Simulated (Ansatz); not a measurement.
Consider the redistribution: `[AlH2][NH][SiH2][SiH3]` + `[OH][GeH3]` → `[AlH2][NH][SiH2][GeH3]` + `O[SiH3]`.

Program: Ansatz. Geometries: PBE0-D4/def2-TZVP. ΔE: electronic, gas phase. CBS: MP2 limit from def2 TZ/QZ plus the TZ coupled-cluster correction, frozen cores. DFT in def2-TZVPP. B3LYP here is the variant with VWN-RPA as its local correlation; programs differ in this. For Ge outer-core shells are correlated without core-valence functions, which leaves a few kJ/mol of doubt a bond. Scalar relativity is left out up to krypton. One conformer a species, not always the lowest.

`[AlH2][NH][SiH2][SiH3]`:

Cartesian coordinates in Å:
```
Al 1.813 -1.737 0.825
N 1.105 -0.135 0.488
Si 0.137 0.375 -0.854
Si -1.975 1.130 -0.170
H 1.574 -2.888 -0.231
H 2.636 -1.902 2.167
H 1.271 0.583 1.182
H -0.016 -0.800 -1.754
H 0.793 1.467 -1.635
H -2.769 1.640 -1.322
H -1.828 2.236 0.819
H -2.740 0.031 0.484
```

`[OH][GeH3]`:

Z-matrix (Å, degrees):
```
Ge
O 1 1.783
H 1 1.531 2 104.3
H 1 1.541 2 109.9 3 119.6
H 1 1.541 2 109.9 3 -119.6
H 2 0.959 1 112.7 3 180.0
```

`[AlH2][NH][SiH2][GeH3]`:

```xyz
12

Al   -1.828    1.012    1.633
N    -0.194    0.543    1.094
Si    0.307   -0.871    0.232
Ge    1.269   -0.332   -1.882
H    -1.976    2.397    2.386
H    -3.020    0.022    1.325
H     0.552    1.197    1.297
H    -0.903   -1.710    0.026
H     1.305   -1.671    1.000
H     2.460    0.630   -1.703
H     0.243    0.367   -2.793
H     1.786   -1.583   -2.616
```

`O[SiH3]`:

```xyz
6

O     0.501    1.035    0.566
Si    0.013   -0.330   -0.218
H    -0.161    1.540    1.040
H    -0.572   -1.324    0.723
H     1.228   -0.891   -0.851
H    -1.008   -0.030   -1.259
```

Question: Is it downhill or uphill in electronic energy at CCSD(T)/CBS, and by how much? (An estimate is asked.)

Answer: The calculation gave: Downhill: ΔE = -84.2 kJ/mol.

Question: What do these levels give: B3LYP-D4, ωB97X-V, B2PLYP, PBE, r2SCAN, SCS-MP2/def2-TZVPP, CCSD/def2-TZVPP, CCSD(T)/def2-TZVPP, MP2/def2-QZVPP, SCS-MP2/def2-QZVPP, HF/CBS(def2), CCSD/CBS(def2)? (An estimate is asked.)

Answer: The calculation gave: B3LYP-D4 -80.9, ωB97X-V -76.9, B2PLYP -81.8, PBE -72.7, r2SCAN -80.1, SCS-MP2/def2-TZVPP -81.7, CCSD/def2-TZVPP -81.3, CCSD(T)/def2-TZVPP -79.8, MP2/def2-QZVPP -86.9, SCS-MP2/def2-QZVPP -83.6, HF/CBS(def2) -83.2, CCSD/CBS(def2) -85.7 kJ/mol.

Largest T1 diagnostic among the species: 0.013.

From PBE to PBE0 (25 % exact exchange), in def2-TZVPP and without D4, ΔE moves by −4.2 kJ/mol.
